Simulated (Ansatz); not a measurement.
Consider the hydrogenolysis of the Si–C bond: `C[SiH](O)C=O` + H₂ → `C[SiH2]O` + `C=O`.

Computed with Ansatz on PBE0-D4/def2-TZVP structures; ΔE is electronic, products minus reactants. CCSD(T)/CBS adds triple-zeta CCSD(T) − MP2 to the extrapolated MP2 energy (def2 sets, frozen cores). This one scheme is used for every species. Functionals use def2-TZVPP. Each species was taken in one conformer, which may not be the lowest.

| level | ΔE (kJ/mol) |
| --- | --- |
| revPBE-D4 | -12.3 |
| B2PLYP | -29.6 |
| revPBE | -25.8 |
| LC-ωPBE | -28.9 |
| CCSD(T)/def2-SVP | -37.0 |
| MP2/def2-TZVPP | -25.2 |
| CCSD/def2-TZVPP | -33.1 |
| HF/CBS(def2) | -53.1 |

What does CCSD(T)/CBS give? (An estimate is asked.)

Ansatz gave: -24.4 kJ/mol. The listed levels differ from it by 12.1, -5.2, -1.4, -4.5, -12.6, -0.8, -8.7, -28.7 kJ/mol.

What do rigid-rotor, harmonic-oscillator terms from PBE0-D4/def2-TZVP frequencies (298.15 K, 1 bar) make of the CCSD(T)/CBS value? (Estimate.)

Computed: ΔZPE = +15.2 kJ/mol, ΔH = -13.0 kJ/mol, ΔS = 38 J/(mol·K), ΔG = -24.4 kJ/mol.

Largest T1 diagnostic among the species: 0.015.

From BLYP to BHLYP (50 % exact exchange), in def2-TZVPP and without D4, ΔE moves by −9.5 kJ/mol. In def2-TZVPP, CCSD(T) changes the Hartree–Fock value by +25.3 kJ/mol (the triples alone add +5.6 kJ/mol) and MP2 by +27.6 kJ/mol.
